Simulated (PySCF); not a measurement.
Al(Me)(PH2)2 (CH7AlP2), SMILES [CH3][Al]([PH2])[PH2]. Atoms are numbered in the order given.

```xyz
11

Al     0.3406    -0.1512    -0.1385
C      2.1275    -0.6705    -0.7698
H      2.0792    -1.6405    -1.2985
H      2.8500    -0.7870     0.0554
H      2.5382     0.0619    -1.4862
P     -0.2644    -0.4257     2.1065
H      0.2471    -1.7542     2.2107
H     -1.6100    -0.8237     1.8523
P     -1.0805     1.1045    -1.5124
H     -2.2800     0.4272    -1.1431
H     -0.8449     0.3221    -2.6828
```

Geometry optimised at TPSSh-D3(BJ)/def2-SVP. The structure was generated by enumeration; whether it is a known compound was not checked. Other conformers were not sampled.

These are PBE/pcSseg-1 (PySCF) values and carry that method's errors.

GIAO shieldings, no solvent; atoms listed in one row are averaged. δ = σ(ref) − σ: ¹³C against TMS (σ = 182.0 ppm); ¹H against TMS (σ = 31.49 ppm); ³¹P against PH3 (σ = 576.8 ppm), references at their B3LYP-D3(BJ)/def2-TZVP geometries, non-relativistic.

Estimate the chemical shifts. (An estimate is asked for; the answer gives what the named calculation found.)


```csv
nucleus,atoms,count,δ (ppm)
¹³C,C2,1,0.1
¹H,"H7, H8, H10, H11",4,1.88
¹H,"H3, H4, H5",3,0.47
³¹P,P6,1,13.7
³¹P,P9,1,12.7
```
